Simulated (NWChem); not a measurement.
**Electron attachment to C₃H₅O**

```xyz
9

C      0.6282    -1.2822    -0.0158
C     -0.1341    -0.0577    -0.0038
C      0.6166     1.2555    -0.0100
O     -1.3608    -0.0919     0.0256
H      1.7209    -1.2915    -0.0451
H      0.0828    -2.2284     0.0079
H      1.0580     1.4369     0.9838
H     -0.0814     2.0712    -0.2361
H      1.4415     1.2536    -0.7381
```
Charge 0, spin multiplicity 2.

The numbers come from NWChem runs, not from measurements. Structure: optimised with UPBE0/def2-SVP, a minimum by its harmonic frequencies. It is one conformer; others weren't searched.

Basis set: def2-SVPD. −ε marks an orbital energy of the parent. The basis adds only a small set of diffuse functions.

B3LYP has NWChem's definition, with VWN1-RPA local correlation. The structure started from a generated list of species. The stability of the SCF solutions was not checked.

Problem. One of these methods gave a vertical electron affinity of 4.58 eV. Which?
A) −ε(beta LUMO) of PBE
B) −ε(beta LUMO) of B3LYP
C) G0W0@PBE
D) −ε(beta LUMO) of r2SCAN

Solution. A, −ε(beta LUMO) of PBE. The others give 3.74 (−ε(beta LUMO) of B3LYP), 4.05 (−ε(beta LUMO) of r2SCAN), 1.39 (G0W0@PBE).
